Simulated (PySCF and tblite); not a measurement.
Results of a calculation; reference values are marked as such.
## Dynamics report: rotation

System: C4H4BClF2, numbered as in [F:1][B:2]([F:3])[C:4]1=[C:5]([CH2:6][Cl:7])[CH2:8]1.

Motion: rotation about the B2–C4 bond (torsion F1–B2–C4–C5 from 0° to 180°, rising). Level: PBE0/pcSseg-1 + D3(BJ), IEF-PCM chloroform on GFN2-xTB stationary points, with GFN2-xTB thermal terms. Rates follow Eyring's equation with the number of equivalent paths and no tunnelling. Programs: tblite and PySCF.

```json
{"point": "start", "symmetry": "Cs", "E(GFN2) kcal/mol": "0.0", "E(DFT) kcal/mol": "0.0", "ZPE change kcal/mol": "0.00", "lowest mode cm⁻¹": "25", "dipole D": "4.37"}
{"point": "saddle", "symmetry": "Cs", "E(GFN2) kcal/mol": "2.2", "E(DFT) kcal/mol": "2.5", "ZPE change kcal/mol": "-0.08", "lowest mode cm⁻¹": "52i", "dipole D": "3.92"}
{"point": "end", "symmetry": "Cs", "E(GFN2) kcal/mol": "0.0", "E(DFT) kcal/mol": "0.0", "ZPE change kcal/mol": "0.00", "lowest mode cm⁻¹": "25", "dipole D": "4.37"}
```

| Property | Result |
| --- | --- |
| Electronic barrier | 2.5 kcal/mol |
| Barrier with zero-point energy | 2.4 kcal/mol |
| ΔH‡ (298 K) | 1.9 kcal/mol |
| ΔS‡ (298 K, symmetry apart) | -3.5 cal/(mol K) |
| Paths | 2 equivalent paths |
| End point | the same structure with atoms interchanged, or its mirror image |
| Mean lifetime of the start against this motion at 298 K | 12 ps |
| Cost | 41 s on 1 thread of Arm Neoverse V1, on a host shared with other jobs (rough), peak memory 0.84 GiB, launched as `OMP_NUM_THREADS=1 python ens_run.py task.json out` |

```json
{"T/K": "200", "ΔG‡ kcal/mol": "2.7", "k s⁻¹": "9.1×10⁹"}
{"T/K": "250", "ΔG‡ kcal/mol": "2.8", "k s⁻¹": "3.5×10¹⁰"}
{"T/K": "298", "ΔG‡ kcal/mol": "3.0", "k s⁻¹": "8.4×10¹⁰"}
{"T/K": "350", "ΔG‡ kcal/mol": "3.1", "k s⁻¹": "1.7×10¹¹"}
{"T/K": "400", "ΔG‡ kcal/mol": "3.3", "k s⁻¹": "2.8×10¹¹"}
```

ΔG and ΔG‡ leave out symmetry numbers and mirror images; rates count paths: 2 out.
